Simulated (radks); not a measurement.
Results of a calculation; reference values are marked as such.
Question: Neutral silver, configuration [Kr] 4d10 5s1 (the NIST ground configuration). Code: a radial shooting solver on a logarithmic mesh with Libxc functionals. Model: scalar-relativistic Kohn-Sham, PBEsol, spin-unpolarised, spherical densities, finite nucleus; Fermi nuclear charge, rms radius 4.5454 fm; hard spherical wall at 15 bohr. Some entries of the table are withheld. Estimate them.

orbital  occ.  eigenvalue (hartree)  r(max) (bohr)  <r^2> (bohr^2)
1s          2             -930.3107        0.02017        0.001309
2s          2             -136.9853         0.1140         0.02148
2p          6             -122.8991        0.09115         0.01692
3s          2             -25.10387            (1)          0.1556
3p          6             -20.47736         0.3259          0.1571
3d         10             -13.17442         0.2737          0.1426
4s          2              -3.48985         0.8220             (2)
4p          6              -2.15034         0.8763           1.150
4d         10              -0.27390            (3)             (4)
5s          1              -0.16246          2.491           11.46
5p          0              -0.02393          3.747           30.89
6s          0                   (5)          8.461           78.22
4f          0               0.09169          10.18             (6)

Answer: 
(1) 3s r(max) (bohr): 0.3328
(2) 4s <r^2> (bohr^2): 0.9430
(3) 4d r(max) (bohr): 1.037
(4) 4d <r^2> (bohr^2): 2.510
(5) 6s eigenvalue (hartree): 0.01656
(6) 4f <r^2> (bohr^2): 100.6
